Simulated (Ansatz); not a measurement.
C2H4OSSi, SMILES `OC1=C[SiH]1S`, relaxed with RKS PBE0-D4/def2-TZVP in Ansatz from a PBE-D4/def2-SVP geometry. The force threshold is 0.005 eV/Å; the program also tests the step.

The species carries charge 0 and has multiplicity 1.

Start:

```xyz
9

O    -0.043    2.131   -0.552
C    -0.148    0.804   -0.414
C    -1.110   -0.117   -0.116
Si    0.521   -0.897   -0.381
S     1.749   -1.742    1.177
H    -0.921    2.535   -0.376
H    -2.186   -0.113    0.126
H     0.916   -1.656   -1.613
H     1.222   -0.944    2.148
```

(1) By how much does the energy fall, and how many steps does the optimiser take? (Best estimate.)

(2) Which bonds change most? (An estimate is asked.)

(3) Give the relaxed structure. (Estimate.)

## Answers

(1) The calculation gave: 5.68 kJ/mol, in 6 steps, 1 of them rejected.

(2) The calculation gave: C2–Si4 from 1.829 to 1.794 Å; C3–Si4 from 1.827 to 1.798 Å; Si4–S5 from 2.156 to 2.127 Å; S5–H9 from 1.363 to 1.344 Å.

(3) Ansatz gave: 
```xyz
9

O    -0.044    2.103   -0.530
C    -0.144    0.782   -0.404
C    -1.099   -0.124   -0.123
Si    0.508   -0.889   -0.375
S     1.728   -1.712    1.161
H    -0.907    2.507   -0.364
H    -2.159   -0.104    0.103
H     0.895   -1.642   -1.590
H     1.221   -0.921    2.122
```
